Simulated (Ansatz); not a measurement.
`[F][Sn]([F])([Br])[Br]` → Br₂ + `[F][Sn][F]` at 700 K and 1 bar (stannylene formation by 1,1-elimination).

Isolated molecules relaxed with PBE0-D4/def2-TZVP in Ansatz; ΔE leaves out vibrations. CCSD(T)/CBS adds triple-zeta CCSD(T) − MP2 to the extrapolated MP2 energy (def2 sets, frozen cores). def2 core potentials past Kr. For Br, Sn outer-core shells are correlated without core-valence functions, which leaves a few kJ/mol of doubt a bond. Scalar relativity is left out up to krypton.

```
                 species  CCSD(T)/CBS energy (Eh)  H − E (kJ/mol)  S (J/(mol·K))
`[F][Sn]([F])([Br])[Br]`              -5560.40823            77.9          470.9
                     Br₂              -5146.62008            26.4          276.4
            `[F][Sn][F]`               -413.70076            42.3          327.6
```

H − E and S are ideal-gas, rigid-rotor, harmonic terms from PBE0-D4/def2-TZVP. 1 Eh = 2625.50 kJ/mol, R = 8.31446 J/(mol·K).

Problem. By hand: ΔE, ΔH, ΔS and ΔG.

Solution. ΔE = (-5146.62008) + (-413.70076) − (-5560.40823) = 0.08739 Eh = 229.4 kJ/mol. Δ(H − E) = 26.4 + 42.3 − 77.9 = -9.2, so ΔH = 220.2 kJ/mol. ΔS = 276.4 + 327.6 − 470.9 = 133.1 J/(mol·K). ΔG = 220.2 − 700 × (133.1)/1000 = 127.0 kJ/mol.

Problem. By hand: the equilibrium constant, and the temperature at which ΔG would vanish if ΔH and ΔS stayed fixed.

Solution. log₁₀ K = −ΔG/(RT ln 10) = -9.5. ΔG = 0 at ΔH/ΔS = 1654 K.

The number of gas molecules changes by +1, which sets the sign of ΔS. A doubt of 5 kJ/mol in ΔE shifts log₁₀ K by 0.4 here. These are equilibria of isolated gas molecules and say nothing of rates. Largest T1 diagnostic: 0.017 (customary marks: 0.02 for closed shells, 0.045 for open ones).
